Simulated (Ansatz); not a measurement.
Reaction (ligand exchange at the Si–O bond): `CO[SiH3]` + H₂Te → `[SiH3][TeH]` + CH₃OH

Calculated with Ansatz (gas phase, PBE0-D4/def2-TZVP geometries, no zero-point term in ΔE). CCSD(T)/CBS is the MP2 limit (def2-TZVPP, def2-QZVPP) plus CCSD(T) − MP2 in def2-TZVPP, frozen cores. This one scheme is used for every species. Functionals use def2-TZVPP. def2 core potentials past Kr. For Te outer-core shells are correlated without core-valence functions, which leaves a few kJ/mol of doubt a bond.

`CO[SiH3]`:

```xyz
9

C     0.058   -1.339    0.236
O    -0.251   -0.067    0.754
Si   -0.090    1.306   -0.132
H    -0.561   -1.580   -0.636
H    -0.135   -2.082    1.012
H     1.113   -1.410   -0.056
H    -0.512    2.423    0.744
H    -0.944    1.254   -1.352
H     1.322    1.495   -0.569
```

H₂Te:

Cartesian coordinates in Å:
```
Te 0.508 0.543 -0.228
H -0.043 0.002 1.237
H -0.464 -0.545 -1.010
```

`[SiH3][TeH]`:

```xyz
6

Si    0.084   -0.644    0.007
Te    0.669    1.744    0.430
H    -0.068   -0.916   -1.443
H     1.229   -1.418    0.548
H    -1.163   -1.028    0.713
H    -0.750    2.263   -0.254
```

CH₃OH:

```xyz
6

C     0.253    0.207    0.142
O    -0.650   -0.252   -0.839
H     0.779    1.062   -0.283
H     0.998   -0.551    0.412
H    -0.256    0.540    1.055
H    -1.124   -1.007   -0.487
```

```json
{"level": "BLYP", "ΔE (eV)": "0.33"}
{"level": "r2SCANh", "ΔE (eV)": "0.27"}
{"level": "LC-ωPBE", "ΔE (eV)": "0.27"}
{"level": "MP2/def2-SVP", "ΔE (eV)": "0.30"}
{"level": "CCSD(T)/def2-SVP", "ΔE (eV)": "0.31"}
{"level": "CCSD(T)/def2-TZVPP", "ΔE (eV)": "0.34"}
{"level": "HF/CBS(def2)", "ΔE (eV)": "0.47"}
{"level": "MP2/CBS(def2)", "ΔE (eV)": "0.23"}
```

**Question.** What does CCSD(T)/CBS give? (Best estimate.)

**Answer.** The calculation gave: +0.27 eV. The listed levels differ from it by 0.06, 0.00, 0.00, 0.03, 0.04, 0.07, 0.20, -0.04 eV.

Largest T1 diagnostic among the species: 0.011.

From BLYP to BHLYP (50 % exact exchange), in def2-TZVPP and without D4, ΔE moves by +0.06 eV. Leaving LDA and LC-ωPBE aside and taking each functional with its dispersion term where it has one, the values, not all of them listed here, spread over 0.25 eV, from PBE-D4 to CAM-B3LYP-D4. LDA lies +0.07 eV from PBE without D4. In def2-TZVPP, CCSD(T) changes the Hartree–Fock value by −0.11 eV (the triples alone add −0.02 eV) and MP2 by −0.15 eV.
